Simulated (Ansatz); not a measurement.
Bi8O17H10, 35 atoms. Hardware: 2 threads of AMD EPYC 7R13 on a shared host and a share (18 GiB) of an NVIDIA H100 80GB HBM3.

In the def2 sets Bi takes a core potential; there is no spin–orbit coupling. Correlated methods freeze 49 core orbitals; core or outer-core shells of Bi are correlated, in sets that lack core-valence functions. Single mean-field runs in def2-SVP are fitted with def2-universal-jkfit.

Task: How many basis functions does each of these Ansatz runs have, and roughly what does it cost? PBE-D4/def2-SVP, charge 0 triplet at the geometry of the charge 0 singlet, energy, from earlier orbitals; HF/def2-SVP, charge 0 singlet, energy, from earlier orbitals; PBE-D4/def2-SVP, charge 1 doublet at the geometry of the charge 0 singlet, energy, from earlier orbitals; MP2/def2-SVP, charge 0 singlet, energy, from earlier orbitals; B2PLYP/def2-SVP, charge 0 singlet, energy, from earlier orbitals; PBE-D4/def2-SVP, charge 0 singlet, energy and forces, from earlier orbitals; r2SCAN-D4/def2-SVP, charge 0 singlet, energy, from earlier orbitals; B2PLYP/def2-SVP, charge 1 doublet at the geometry of the charge 0 singlet, energy, from earlier orbitals; PBE-D4/def2-SVP, charge 0 singlet, relaxation, 19 steps; PBE-D4/def2-SVP, charge -1 doublet at the geometry of the charge 0 singlet, energy, from earlier orbitals; PBE0-D4/def2-SVP, charge -1 doublet, energy, from earlier orbitals; B97M-V/def2-SVP, charge 0 singlet, energy, from earlier orbitals.

Result: Other jobs shared the machine, so times can vary by a factor of up to 3.

```csv
run,functions,fitting or Cholesky vectors,wall time,peak host memory (GiB)
"PBE-D4/def2-SVP, charge -1 doublet at the geometry of the charge 0 singlet, energy, from earlier orbitals",496,3497,12 s,1.2
"PBE-D4/def2-SVP, charge 0 singlet, energy and forces, from earlier orbitals",496,3497,14 s,1.1
"HF/def2-SVP, charge 0 singlet, energy, from earlier orbitals",496,3497,14 s,1
"PBE-D4/def2-SVP, charge 1 doublet at the geometry of the charge 0 singlet, energy, from earlier orbitals",496,3497,15 s,1.2
"r2SCAN-D4/def2-SVP, charge 0 singlet, energy, from earlier orbitals",496,3497,16 s,1.1
"PBE0-D4/def2-SVP, charge -1 doublet, energy, from earlier orbitals",496,3497,19 s,1.2
"B97M-V/def2-SVP, charge 0 singlet, energy, from earlier orbitals",496,3497,19 s,1.4
"B2PLYP/def2-SVP, charge 0 singlet, energy, from earlier orbitals",496,3497,21 s,3.2
"MP2/def2-SVP, charge 0 singlet, energy, from earlier orbitals",496,5345,23 s,1.4
"PBE-D4/def2-SVP, charge 0 triplet at the geometry of the charge 0 singlet, energy, from earlier orbitals",496,3497,26 s,1.2
"B2PLYP/def2-SVP, charge 1 doublet at the geometry of the charge 0 singlet, energy, from earlier orbitals",496,3497,28 s,3.4
"PBE-D4/def2-SVP, charge 0 singlet, relaxation, 19 steps",496,3497,2.5 min,1.2
```
